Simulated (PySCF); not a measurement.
## Partial charges of `C=N[SiH2]N1CCCC1`

C5H12N2Si.
Geometry (GFN2-xTB, Å), atoms numbered from 1 in this order:
```xyz
20
C5H12N2Si angstrom
C      3.6063    0.4353    0.1841
N      2.4578    0.0063    0.3978
Si     1.4283   -1.0202   -0.5410
N     -0.1033   -0.2979   -0.3547
C     -1.3295   -0.9727   -0.7210
C     -2.4687   -0.0508   -0.2641
C     -1.7880    0.8930    0.7267
C     -0.4005    1.0374    0.1108
H      4.1867    0.2530   -0.7267
H      4.0987    1.0449    0.9394
H      1.8112   -1.1742   -1.9590
H      1.4790   -2.3290    0.1208
H     -1.3756   -1.1598   -1.8009
H     -1.3729   -1.9459   -0.2200
H     -2.8540    0.5183   -1.1113
H     -3.2921   -0.6067    0.1805
H     -1.7081    0.4201    1.7056
H     -2.3079    1.8434    0.8310
H      0.3629    1.3644    0.8153
H     -0.4354    1.7518   -0.7260
```

Density: PBE0/pcSseg-1 (PySCF); schemes: Mulliken, IAO, Hirshfeld and ESP-fitted. Isolated species at its GFN2-xTB geometry (one conformer only).

Task: What partial charge does each atom carry?

Result: In e:

| atom | environment | Mulliken | IAO | Hirshfeld | ESP-fitted |
| --- | --- | --- | --- | --- | --- |
| C1 | C=N carbon | +0.055 | -0.072 | +0.029 | +0.251 |
| N2 | C=N nitrogen | -0.562 | -0.518 | -0.219 | -0.540 |
| Si3 | SiH2 silicon | +0.871 | +1.011 | +0.387 | +0.656 |
| N4 | silicon-bound nitrogen | -0.842 | -0.541 | -0.182 | -0.342 |
| C5 | sp3 carbon bound to nitrogen | +0.075 | -0.153 | -0.025 | +0.072 |
| C6 | ring CH2 carbon | -0.284 | -0.265 | -0.068 | -0.076 |
| C7 | ring CH2 carbon | -0.219 | -0.262 | -0.072 | -0.096 |
| C8 | sp3 carbon bound to nitrogen | +0.056 | -0.142 | -0.028 | +0.084 |
| H9 | hydrogen on a C=N carbon | +0.091 | +0.103 | +0.043 | +0.026 |
| H10 | hydrogen on a C=N carbon | +0.113 | +0.138 | +0.048 | +0.029 |
| H11 | Si–H hydrogen | -0.152 | -0.187 | -0.100 | -0.164 |
| H12 | Si–H hydrogen | -0.129 | -0.156 | -0.088 | -0.137 |
| H13 | methylene hydrogen | +0.109 | +0.119 | +0.029 | +0.004 |
| H14 | methylene hydrogen | +0.111 | +0.123 | +0.031 | +0.022 |
| H15 | methylene hydrogen | +0.120 | +0.134 | +0.037 | +0.045 |
| H16 | methylene hydrogen | +0.125 | +0.141 | +0.042 | +0.036 |
| H17 | methylene hydrogen | +0.119 | +0.136 | +0.039 | +0.052 |
| H18 | methylene hydrogen | +0.116 | +0.137 | +0.041 | +0.033 |
| H19 | methylene hydrogen | +0.132 | +0.149 | +0.034 | +0.014 |
| H20 | methylene hydrogen | +0.096 | +0.106 | +0.023 | +0.029 |

Mean size of the charges over all atoms: IAO 0.230 e, Mulliken 0.219 e, ESP-fitted 0.136 e, Hirshfeld 0.078 e. Each set sums to the total charge, 0, to within 0.001 e. The ESP scheme fits charges at the nuclei, held to the total charge, to the electrostatic potential on points at 1.4 to 2.0 times the van der Waals radii.

Lowest charge. The schemes don't all agree: Mulliken N4 (-0.842); IAO N4 (-0.541); Hirshfeld N2 (-0.219); ESP-fitted N2 (-0.540).

Highest charge. All schemes agree: Mulliken Si3 (+0.871); IAO Si3 (+1.011); Hirshfeld Si3 (+0.387); ESP-fitted Si3 (+0.656).

Task: Sum the charges by element, for elements with more than one atom.

Result: 
```csv
element,atoms,Mulliken,IAO,Hirshfeld,ESP-fitted
C,5,-0.318,-0.895,-0.164,+0.235
N,2,-1.404,-1.059,-0.401,-0.882
H,12,+0.851,+0.944,+0.179,-0.009
```

Task: How closely do the schemes follow one another over all atoms?

Result: Correlation coefficient and root-mean-square difference: IAO with Hirshfeld 0.98, 0.203 e; Mulliken with IAO 0.94, 0.107 e; Mulliken with Hirshfeld 0.94, 0.217 e; Hirshfeld with ESP-fitted 0.94, 0.119 e; Mulliken with ESP-fitted 0.91, 0.153 e; IAO with ESP-fitted 0.87, 0.164 e.
